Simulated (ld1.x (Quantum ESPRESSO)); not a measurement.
**Pseudopotential generation for Dy: TM, PBE, scalar-relativistic.**

| Quantity | Value |
| --- | --- |
| Element | Dy (Z = 66) |
| Generator | ld1.x (Quantum ESPRESSO) 7.5 |
| Type | norm-conserving Troullier–Martins (Kleinman–Bylander form) |
| Functional | PBE |
| Relativity | scalar-relativistic |
| Frozen core | [Kr] 4d10 |
| Valence charge | 20 |
| Reference configuration | 4f10 5s2 5p6 5d0 6s2 6p0 |
| Partial waves | 5s (bound): rc 1.35 bohr; 5p (bound): rc 2.60 bohr; 4f (bound): rc 1.05 bohr; 5d (bound, empty): rc 3.35 bohr |
| Local potential | the d channel |
| Core correction | Bessel-smoothed model core inside 1.10 bohr |

Occupied shells without a wave of their own: 6s. They enter only through the test configuration that unscreens the potential, and ld1.x also counts them in the model core charge.

Question: Does this generation succeed?

Answer: No. ld1.x (Quantum ESPRESSO) 7.5 stopped with "run_pseudo: Errors in PS-KS equation": the pseudo-atom solver did not find the valence states with the expected number of nodes, which is the usual sign of a ghost state. Before that it printed "Warning: n=2, l=0 expected 1 nodes, found 2".
